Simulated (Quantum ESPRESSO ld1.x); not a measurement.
Problem. Species: Ge16+. Configuration: [Ne] 3s2 3p4. All-electron calculation, Dirac Kohn-Sham, relativistic LDA (MacDonald-Vosko exchange, VWN5 correlation), spin-unpolarised, spherical densities, point nucleus; open shells are shared between the two j in proportion to 2j + 1. Program: ld1.x of Quantum ESPRESSO 7.5. Some entries of the table are withheld. Estimate them.

orbital     occ.  eigenvalue (hartree)  r(max) (bohr)  <r> (bohr)
1s1/2          2              -422.067          0.031     0.04716
2s1/2          2              -71.3366          0.176      0.2088
2p1/2          2              -65.9923            (1)      0.1800
2p3/2          4              -64.8153            (2)      0.1835
3s1/2          2              -23.7176          0.502      0.5422
3p1/2    1.33333              -21.9389          0.486      0.5302
3p3/2    2.66667              -21.6990          0.494      0.5361
3d3/2          0              -18.9278          0.407         (3)
3d5/2          0              -18.8812          0.407         (4)
4s1/2          0                   (5)           1.06       1.071
4p1/2          0              -10.7403           1.07       1.081
4p3/2          0              -10.6585           1.08       1.090

Solution. 
(1) 2p1/2 r(max) (bohr): 0.140
(2) 2p3/2 r(max) (bohr): 0.142
(3) 3d3/2 <r> (bohr): 0.4890
(4) 3d5/2 <r> (bohr): 0.4907
(5) 4s1/2 eigenvalue (hartree): -11.4337
